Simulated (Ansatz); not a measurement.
Geometry optimisation, UKS PBE/def2-SVP in Ansatz 0.2.0.

Input:

```yaml
crystal:
  periodic: [false, false, false]
  atoms:
    - { symbol: Si, position_ang: [-0.870248, -0.266167, 1.01783] }
    - { symbol: S, position_ang: [1.197007, -0.184196, -1.739251] }
    - { symbol: S, position_ang: [-1.60724, 1.399427, 0.328154] }
    - { symbol: H, position_ang: [0.242611, 0.756563, -1.480614] }
    - { symbol: F, position_ang: [-1.442477, -1.768352, 0.839959] }
    - { symbol: F, position_ang: [0.354916, -0.447452, 2.063674] }
    - { symbol: H, position_ang: [2.125431, 0.510177, -1.02985] }
magnetization:
  spin_polarized: true
basis:
  gaussian: { orbitals: def2-SVP }
hamiltonian:
  xc: pbe
relax:
  f_tol: 0.03
  max_steps: 50
```

Run as:

```bash
$ ansatz run input.yaml --threads 2 --pin off --max-ram 3072MiB --backend cpu --events-out ev --progress --plain --runs-dir out
```

Question: Where does it end, and by what steps?

Answer: The run converged. After 10 steps the energy has fallen by 0.392 eV; S2 moved furthest, 0.62 Å. Joined: Si1–S2 (3.45 → 2.55 Å).

```tsv
step	energy less start (eV)	largest force component (eV/Å)	accepted
0	0.0000	0.325	yes
1	-0.0930	0.439	yes
2	-0.2046	0.788	yes
3	-0.3176	0.874	yes
4	-0.3404	0.627	yes
5	-0.3720	0.292	yes
6	-0.3869	0.252	yes
7	-0.3885	0.201	yes
8	-0.3915	0.084	yes
9	-0.3918	0.045	yes
10	-0.3919	0.012	yes
```

```xyz
7
Properties=species:S:1:pos:R:3
Si -0.685 -0.168 0.766
S 0.879 -0.360 -1.240
S -1.746 1.464 0.554
H 0.328 0.749 -1.812
F -1.224 -1.695 0.589
F 0.586 -0.357 1.777
H 1.862 0.368 -0.635
```

The run took 30 s on 2 threads of AMD EPYC 7R43 64-Core Processor (Zen 3), with other jobs on the host, peak memory 0.19 GiB.
